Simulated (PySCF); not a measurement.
## Frontier orbitals and the lowest excitations

C5H9ClO.
Cartesian coordinates in Å at the GFN2-xTB level; atoms count from 1:
```xyz
16
C5H9ClO angstrom
C      2.7425   -0.4432   -0.0859
O      1.5440    0.2823    0.0446
C      0.4040   -0.4629    0.0279
C     -0.8135    0.0740    0.0985
C     -2.0550   -0.7634    0.0824
C     -1.0038    1.5509    0.1578
Cl    -1.6129    2.1612   -1.4251
H      3.5495    0.2850   -0.0252
H      2.7923   -0.9592   -1.0509
H      2.8548   -1.1772    0.7197
H      0.5372   -1.5378   -0.0256
H     -1.8161   -1.8159   -0.0392
H     -2.7012   -0.4512   -0.7368
H     -2.6093   -0.6341    1.0119
H     -0.0628    2.0641    0.3434
H     -1.7574    1.8363    0.8914
```

Theory: TDDFT PBE0/def2-SVPD, vertical, gas phase, core orbitals frozen in the response (PySCF).

Kohn–Sham orbitals with the atoms that hold most of them (Löwdin shares over 4%, at most four atoms; ? is withheld):

```json
{"orbital": "HOMO-3", "ε (eV)": "-9.83", "atoms": "O2 45%, C1 13%, C3 11%, H10 6%"}
{"orbital": "HOMO-2", "ε (eV)": "-8.27", "atoms": "Cl7 75%, C6 11%, C4 6%"}
{"orbital": "HOMO-1", "ε (eV)": "-8.20", "atoms": "?"}
{"orbital": "HOMO", "ε (eV)": "-6.49", "atoms": "?"}
{"orbital": "LUMO", "ε (eV)": "?", "atoms": "Cl7 25%, C3 23%, C4 17%, C6 13%"}
{"orbital": "LUMO+1", "ε (eV)": "0.60", "atoms": "C1 21%, C3 14%, H11 8%, H10 8%"}
{"orbital": "LUMO+2", "ε (eV)": "1.04", "atoms": "C1 16%, Cl7 12%, H16 10%, H9 9%"}
```

**Question.** Which atoms hold the HOMO-1, and with what shares?

**Answer.** Cl7 (bonded to C) 77%; C6 (bonded to C, Cl and 2 H) 12%; H15 (bonded to C) 4%.

**Question.** Give the leading atoms of the HOMO.

**Answer.** C4 (bonded to 3 C) 30%; O2 (bonded to 2 C) 24%; C3 (bonded to C, O and H) 21%; C5 (bonded to C and 3 H) 6%. By element: carbon 56% or more, oxygen 24%.

**Question.** What is the LUMO energy, and the HOMO–LUMO gap?

**Answer.** ε(LUMO) = -0.13 eV; the gap is 6.36 eV (0.2337 hartree).

**Question.** The HOMO–LUMO gap is 6.36 eV. Where does the response calculation put the lowest singlet, and from which orbitals?

**Answer.** S1 is at 5.62 eV (f = 0.234), 0.74 eV below the gap, made of HOMO→LUMO (86%), HOMO→LUMO+1 (8%). Without the coupling terms of the response equations the lowest excitation would equal the gap.

**Question.** Give energy, strength and leading configuration of S1, S2, S4 and S5, and follow the Löwdin shares of the leading atoms from the occupied to the empty orbital.

**Answer.** 
- S1 (5.62 eV, f 0.234), HOMO→LUMO (86%): C4 30% → 17%, O2 24% → at most 14%, Cl7 at most 6% → 25%, C3 21% → 23%
- S2 (6.02 eV, f 0.097), HOMO→LUMO+1 (88%): C4 30% → at most 9%, O2 24% → at most 9%, C1 at most 6% → 21%, C3 21% → 14%
- S4 (6.62 eV, f 0.0011), HOMO-1→LUMO (96%): Cl7 77% → 25%, C6 12% → 13%, C3 at most 4% → 23%
- S5 (6.67 eV, f 0.0028), HOMO-2→LUMO (97%): Cl7 75% → 25%, C6 11% → 13%, C3 at most 4% → 23%

Löwdin shares depend on the basis, the more so with diffuse functions.

One conformer stands for the species.
